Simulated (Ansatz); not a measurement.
C2H5N, SMILES `[H]/N=C/C` (charge 0, multiplicity 1).

Cartesian coordinates (Å):
SMILES: [H]/N=C/C
```xyz
8

C     -0.9186    -0.1811    -0.2262
C      0.4532     0.2697     0.1563
N      1.4422    -0.5210     0.1520
H     -0.9112    -1.2372    -0.4903
H     -1.2880     0.4044    -1.0729
H     -1.6165    -0.0162     0.5997
H      0.5417     1.3268     0.4405
H      2.2972    -0.0454     0.4409
```
Charge 0, spin multiplicity 1.

Frozen-core energies in 6-31g from Ansatz (a quantum-chemistry and plane-wave program) at a geometry from B3LYP-D3(BJ)/def2-TZVP; the HF reference has <S^2> = 0.00 (restricted, and unstable towards unrestricted orbitals) and the T1 diagnostic is 0.011.

```json
[
 {"level": "HF", "energy (Ha)": "-133.01073"},
 {"level": "MP2", "energy (Ha)": "-133.30275"},
 {"level": "CCSD", "energy (Ha)": "-133.33300"},
 {"level": "CCSD(T)", "energy (Ha)": "-133.34135"}
]
```

Estimate the energies of CCSDT and CCSDT(Q), and give each level's difference from CCSDT(Q).


```csv
level,energy (Ha),difference from CCSDT(Q) (mHa)
MP2,-133.30275,39.87
CCSD,-133.33300,9.62
CCSD(T),-133.34135,1.28
CCSDT,-133.34178,0.84
CCSDT(Q),-133.34262,0.00
```
